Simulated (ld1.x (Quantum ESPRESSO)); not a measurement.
An all-electron radial function and its pseudo partner (chlorine)

Columns: radius, all-electron u(r) and pseudo u(r) of the 3s shell (level -20.69 eV) of chlorine in the configuration [Ne] 3s2 3p5; PBE, scalar-relativistic, PAW scheme, ld1.x (Quantum ESPRESSO) 7.5.

```tsv
r (bohr)	all-electron	pseudo
0.070	0.1981	0.0762
0.140	-0.0843	0.1518
0.210	-0.3276	0.2265
0.280	-0.4311	0.2995
0.350	-0.4103	0.3705
0.420	-0.3060	0.4390
0.490	-0.1555	0.5043
0.560	0.0133	0.5660
0.630	0.1814	0.6237
0.700	0.3375	0.6767
0.770	0.4751	0.7248
0.840	0.5918	0.7673
0.910	0.6871	0.8041
0.980	0.7618	0.8346
1.050	0.8170	0.8586
1.120	0.8548	0.8758
1.190	0.8772	0.8860
1.260	0.8865	0.8891
1.330	0.8847	0.8851
1.400	0.8739	0.8739
1.470	0.8558	0.8558
1.540	0.8320	0.8320
1.610	0.8039	0.8039
1.680	0.7726	0.7726
1.750	0.7392	0.7392
1.820	0.7044	0.7044
```

Problem. How many radial nodes do the two functions have?

Solution. The all-electron 3s function has n − l − 1 = 2; the pseudo-wave has 0, since the states of the same l below it are removed with the core.

Problem. At about which radius was the pseudo-wave matched?

Solution. 1.40 bohr, where the columns begin to agree (steps of 0.07 bohr).

Problem. Where does each function peak?

Solution. Outermost all-electron maximum near 1.26 bohr, pseudo maximum near 1.26 bohr (to the table’s step).

Problem. Is the pseudo-wave norm-conserving?

Solution. No, it belongs to a PAW set: the norm inside the radius is not constrained, and the difference is carried by the augmentation charge.
